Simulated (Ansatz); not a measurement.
`C=[CH][AlH][CH2][SiH3]` + `[OH][Al]([Cl])[Cl]` → `[SiH3][O][Al]([Cl])[Cl]` + `C=[CH][AlH][CH3]`  (ligand exchange at the Si–C bond)

Program: Ansatz. Geometries: PBE0-D4/def2-TZVP. ΔE: electronic, gas phase. CCSD(T)/CBS adds triple-zeta CCSD(T) − MP2 to the extrapolated MP2 energy (def2 sets, frozen cores). Each species was taken in one conformer, which may not be the lowest.

`C=[CH][AlH][CH2][SiH3]`:

Cartesian coordinates in Å:
```
C 0.661 -2.191 0.558
C 0.203 -2.031 -0.686
Al -0.043 -0.259 -1.440
C 0.463 1.296 -0.374
Si -0.798 1.767 0.915
H 0.799 -3.169 1.018
H 0.920 -1.344 1.191
H -0.033 -2.942 -1.237
H -0.667 -0.059 -2.888
H 0.602 2.150 -1.046
H 1.416 1.116 0.137
H -2.159 1.856 0.310
H -0.510 3.078 1.560
H -0.854 0.731 1.983
```

`[OH][Al]([Cl])[Cl]`:

```xyz
5

O     1.205   -0.141   -0.535
Al   -0.301   -0.142    0.204
Cl   -0.916   -1.854    1.193
Cl   -1.542    1.526    0.147
H     1.554    0.612   -1.009
```

`[SiH3][O][Al]([Cl])[Cl]`:

```xyz
8

Si    0.445   -1.276   -0.677
O    -0.039    0.099    0.051
Al   -0.524    1.500    0.796
Cl   -1.342    1.445    2.699
Cl   -0.318    3.323   -0.170
H     1.574   -0.986   -1.598
H    -0.686   -1.850   -1.450
H     0.889   -2.256    0.347
```

`C=[CH][AlH][CH3]`:

Cartesian coordinates in Å:
```
C -1.015 -0.126 1.633
C -0.689 -1.115 0.796
Al 0.353 -0.761 -0.808
C 0.910 1.076 -1.173
H -0.713 0.904 1.450
H -1.596 -0.282 2.541
H -1.037 -2.113 1.067
H 0.729 -1.958 -1.788
H 1.514 1.478 -0.353
H 1.499 1.158 -2.089
H 0.044 1.739 -1.275
```

| species | SCS-MP2/def2-QZVPP energy (Eh) |
| --- | --- |
| `C=[CH][AlH][CH2][SiH3]` | -650.53633 |
| `[OH][Al]([Cl])[Cl]` | -1237.42846 |
| `[SiH3][O][Al]([Cl])[Cl]` | -1527.72904 |
| `C=[CH][AlH][CH3]` | -360.27453 |

Task: Work out ΔE.

Result: ΔE = (-1527.72904) + (-360.27453) − (-650.53633) − (-1237.42846) = -0.03878 Eh = -24.3 kcal/mol. CCSD(T)/CBS gives -22.6 kcal/mol.

Largest T1 diagnostic among the species: 0.011.

The D4 term adds +1.2 kcal/mol with B3LYP and +0.6 kcal/mol with PBE0; it sums over pairs of atoms, weighted by their polarisabilities, and B3LYP, whose exchange is more repulsive, gets the larger term. From PBE to PBE0 (25 % exact exchange), in def2-TZVPP and without D4, ΔE moves by −1.4 kcal/mol.

B3LYP here is the variant with VWN-RPA as its local correlation; programs differ in this.
